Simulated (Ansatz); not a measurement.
Consider the formal loss of a carbene: `OC(F)BCl` → `[CH]F` + `OBCl`.

Computed with Ansatz on PBE0-D4/def2-TZVP structures; ΔE is electronic, products minus reactants. CCSD(T)/CBS is the MP2 limit (def2-TZVPP, def2-QZVPP) plus CCSD(T) − MP2 in def2-TZVPP, frozen cores. This one scheme is used for every species. Functionals use def2-TZVPP. One conformer a species, not always the lowest.

| level | ΔE (kcal/mol) |
| --- | --- |
| B97M-V | 46.4 |
| CCSD/def2-TZVPP | 44.4 |
| CCSD(T)/def2-TZVPP | 45.1 |
| CCSD/CBS(def2) | 45.4 |

Question: What does CCSD(T)/CBS give? (An estimate is asked.)

Answer: The calculation gave: +46.1 kcal/mol. The listed levels differ from it by 0.3, -1.7, -1.0, -0.7 kcal/mol.

Largest T1 diagnostic among the species: 0.018.

From PBE to PBE0 (25 % exact exchange), in def2-TZVPP and without D4, ΔE moves by +1.1 kcal/mol. The D4 term adds +2.2 kcal/mol with B3LYP and +1.2 kcal/mol with PBE0; it sums over pairs of atoms, weighted by their polarisabilities, and B3LYP, whose exchange is more repulsive, gets the larger term. At CCSD(T), def2-SVP lies −1.3 kcal/mol from the extrapolated value and def2-TZVPP −1.1 kcal/mol.

B3LYP here is the variant with VWN-RPA as its local correlation; programs differ in this.
